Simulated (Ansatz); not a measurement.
Geometry optimisation, Ansatz, UHF/cc-pVDZ.

Input:

```yaml
crystal:
  periodic: [false, false, false]
  atoms:
    - { symbol: C, position_ang: [-0.9554, 0.563, 0.8741] }
    - { symbol: C, position_ang: [0.385, 0.0314, 0.623] }
    - { symbol: "N", position_ang: [1.1113, 0.8011, -0.3269] }
    - { symbol: B, position_ang: [0.6848, -0.5953, -0.7824] }
    - { symbol: S, position_ang: [0.4481, -1.9992, -2.0564] }
    - { symbol: H, position_ang: [-0.9481, 1.394, 1.6581] }
    - { symbol: H, position_ang: [-1.404, 1.0785, -0.0485] }
    - { symbol: H, position_ang: [-1.6433, -0.1863, 1.1936] }
    - { symbol: H, position_ang: [0.90284, 1.81276, -0.2057] }
    - { symbol: H, position_ang: [2.166, 0.6674, -0.1011] }
    - { symbol: H, position_ang: [-0.7576, -1.4492, -2.529] }
magnetization:
  spin_polarized: true
basis:
  gaussian: { orbitals: cc-pVDZ }
hamiltonian:
  xc: hf
relax:
  f_tol: 0.02
  max_steps: 50
```

Launched with:

```bash
$ ansatz run input.yaml --threads 2 --pin off --max-ram 3072MiB --backend cpu --events-out ev --progress --plain --runs-dir out
```

Q: Where does it end, and by what steps?

A: The forces met the threshold. After 11 steps the energy has fallen by 2.952 eV; H7 moved furthest, 1.13 Å.

| step | energy less start (eV) | largest force component (eV/Å) | accepted |
| --- | --- | --- | --- |
| 0 | 0.0000 | 6.216 | yes |
| 1 | -1.4303 | 2.724 | yes |
| 2 | -2.1260 | 0.874 | yes |
| 3 | -2.4344 | 0.822 | yes |
| 4 | -2.6101 | 1.588 | yes |
| 5 | -2.7608 | 0.657 | yes |
| 6 | -2.8500 | 0.508 | yes |
| 7 | -2.9032 | 0.390 | yes |
| 8 | -2.9083 | 0.651 | yes |
| 9 | -2.9421 | 0.295 | yes |
| 10 | -2.9520 | 0.069 | yes |
| 11 | -2.9525 | 0.015 | yes |

```xyz
11
Properties=species:S:1:pos:R:3
C -1.084 0.736 1.064
C -0.216 0.188 -0.002
N 1.137 0.769 -0.415
B 0.395 -0.489 -1.020
S 0.876 -1.628 -2.360
H -0.596 0.733 2.045
H -1.405 1.762 0.856
H -1.980 0.119 1.140
H 1.164 1.650 -0.904
H 1.924 0.669 0.205
H -0.223 -2.391 -2.313
```

Whether the end is a true minimum wasn't checked by a vibrational analysis.

Run time: 39 s on 2 threads of AMD EPYC 7R43 64-Core Processor (Zen 3), with other jobs on the host, peak memory 0.32 GiB.
